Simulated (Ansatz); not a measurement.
Gas-phase electronic energies from Ansatz, PBE0-D4/def2-TZVP geometries. CCSD(T)/CBS adds triple-zeta CCSD(T) − MP2 to the extrapolated MP2 energy (def2 sets, frozen cores). This one scheme is used for every species, atoms too. DFT in def2-TZVPP. No spin–orbit coupling; open shells (•) take unrestricted orbitals. Spin–orbit coupling would lower the free atoms: a little for C, F, O, Si; strongly for Sn. def2 core potentials past Kr. Bonds to Sn are less sure, by a few kJ/mol each and by 10 to 20 or more in all where they break to atoms, as the def2 sets lack core-valence functions. Each species was taken in one conformer, which may not be the lowest.

`C[O][SnH]([F])[O][SiH3]` → C• + F• + 7 H• + 2 O• + Si• + Sn•  (atomization)

Problem. What is ΔE at CCSD(T)/CBS? (Estimate.)

Solution. The calculation gave: +4494.5 kJ/mol.

Problem. What do these levels give: ωB97X-V, B2PLYP, HF/def2-TZVPP, MP2/def2-TZVPP, SCS-MP2/def2-TZVPP, HF/def2-QZVPP? (An estimate is asked.)

Solution. Computed: ωB97X-V 4480.8, B2PLYP 4391.7, HF/def2-TZVPP 3157.5, MP2/def2-TZVPP 4416.0, SCS-MP2/def2-TZVPP 4402.0, HF/def2-QZVPP 3174.7 kJ/mol.

Largest T1 diagnostic among the species: 0.014.

The D4 term adds +47.2 kJ/mol with B3LYP and +25.4 kJ/mol with PBE0; it sums over pairs of atoms, weighted by their polarisabilities, and B3LYP, whose exchange is more repulsive, gets the larger term. In def2-TZVPP, CCSD(T) changes the Hartree–Fock value by +1191.2 kJ/mol (the triples alone add +70.2 kJ/mol) and MP2 by +1258.5 kJ/mol; breaking electron pairs costs correlation energy, which Hartree–Fock lacks.

B3LYP here is the variant with VWN-RPA as its local correlation; programs differ in this.

For atomizations the MP2-based limit and the directly extrapolated one differ by several kJ/mol either way, and by 10 to 25 for some Ge, Se and Sn compounds, so smaller differences from it don't rank the levels.
